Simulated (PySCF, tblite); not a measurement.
Isomers of C5H6N2OSi, one GFN2-xTB conformer each. Single-point energies are computed at PBE0/pcSseg-1 (PySCF, gas phase, no added dispersion term), electronic only.

```tsv
SMILES	GFN2-xTB relative energy (kcal/mol)
N#CC[C@@]([SiH3])(C#N)C=O	12.1
C=C[C@@H](C#N)O[SiH2]C#N	0.0
```

Conformers: `[N:1]#[C:2][CH2:3][C@@:4]([SiH3:5])([C:6]#[N:7])[CH:8]=[O:9]` with C2–C3–C4–Si5 -54°, C3–C4–C8–O9 22°; `[CH2:1]=[CH:2][C@@H:3]([C:4]#[N:5])[O:6][SiH2:7][C:8]#[N:9]` with C1–C2–C3–C4 102°, C2–C3–O6–Si7 171°, C3–O6–Si7–C8 -57°.

What does PBE0/pcSseg-1 give for the same structures?

```
                   SMILES  PBE0/pcSseg-1 E (Eh)  PBE0/pcSseg-1 (kcal/mol)  GFN2-xTB (kcal/mol)  point group
 C=C[C@@H](C#N)O[SiH2]C#N            -667.70735                       0.0                  0.0           C1
N#CC[C@@]([SiH3])(C#N)C=O            -667.68900                      11.5                 12.1           C1
```

Both levels put the same isomer lowest. As drawn, the lower has an Si–O bond and a C=C bond outside aromatic rings, which the higher lacks; the higher has a C=O bond, which the lower lacks.

Which frontier levels, dipoles and rotational constants go with these structures?

```
                   SMILES  HOMO (eV, PBE0/pcSseg-1)  LUMO (eV)  dipole (D)       A, B, C (MHz)
 C=C[C@@H](C#N)O[SiH2]C#N                     -8.66      -1.42        2.83  1954, 824.2, 712.2
N#CC[C@@]([SiH3])(C#N)C=O                     -8.56      -1.97        3.59    1591, 1128, 1055
```

What happens when harmonic zero-point energies from GFN2-xTB frequencies are added?

```json
{"SMILES": "C=C[C@@H](C#N)O[SiH2]C#N", "ZPE (kcal/mol)": "60.6", "electronic (kcal/mol)": "0.0", "with ZPE (kcal/mol)": "0.0"}
{"SMILES": "N#CC[C@@]([SiH3])(C#N)C=O", "ZPE (kcal/mol)": "59.0", "electronic (kcal/mol)": "11.5", "with ZPE (kcal/mol)": "9.9"}
```

The zero-point energies span 1.6 kcal/mol. The order is unchanged.
